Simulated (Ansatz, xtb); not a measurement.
## Two isomers of C4H8Se

We compare X, `C[C@@H]1CC[Se]1`, a singlet, with Y, `CC1C[Se]C1`, a singlet. Both are isolated molecules in the gas phase, relaxed with B3LYP/def2-SVP.

**Question.** Which of the two would you expect CCSD(T)/def2-SVP + ΔMP2/def2-TZVPP electronic energies to favour?

**Answer.** Too close to call at this level: CCSD(T)/def2-SVP + ΔMP2/def2-TZVPP gives E(Y) − E(X) = +0.37 kcal/mol.

Level by level:

```tsv
level	geometry	E(Y) − E(X) (kcal/mol)	departure from the last row (kcal/mol)	job, with rough time for the two
GFN2-xTB	GFN2-xTB	−0.99	−1.36	optimisation, 0.25 s
HF/STO-3G	GFN2-xTB	−0.70	−1.06	single point, 0.71 s
r2SCAN-D4/def2-SVP	GFN2-xTB	−0.12	−0.49	single point, 4.3 s
B3LYP/def2-SVP	B3LYP/def2-SVP	+0.74	+0.37	optimisation, 83 s
HF/def2-SVP	B3LYP/def2-SVP	+0.33	−0.04	part of the CCSD(T) run
MP2/def2-SVP	B3LYP/def2-SVP	+0.59	+0.23	part of the CCSD(T) run
CCSD(T)/def2-SVP	B3LYP/def2-SVP	+0.47	+0.10	single point
CCSD(T)/def2-SVP + ΔMP2/def2-TZVPP	B3LYP/def2-SVP	+0.37		single point, 72 s
```

As drawn, both hold the same kinds of bond in the same numbers.

The largest departure from CCSD(T)/def2-SVP + ΔMP2/def2-TZVPP is that of GFN2-xTB, 1.36 kcal/mol. The last row adds to CCSD(T) the change of the MP2 difference between the two basis sets, here −0.10 kcal/mol.

With thermal terms from frequencies at re-optimised GFN2-xTB minima (ideal gas, soft modes damped towards free rotors, one conformer each, 298.15 K, 1 atm): on the last row, ΔE + ΔZPE = +0.33, ΔH = +0.28, ΔG = +0.35 kcal/mol.

The correlated steps freeze 13 core orbitals; the filled d shell of Se is correlated, in a basis made for valence electrons. Mirror images aren't counted in ΔG. Run with Ansatz 0.2.0, xtb 6.7.1; the last row on 2 threads of Intel(R) Xeon(R) Processor @ 2.70GHz on a shared host.
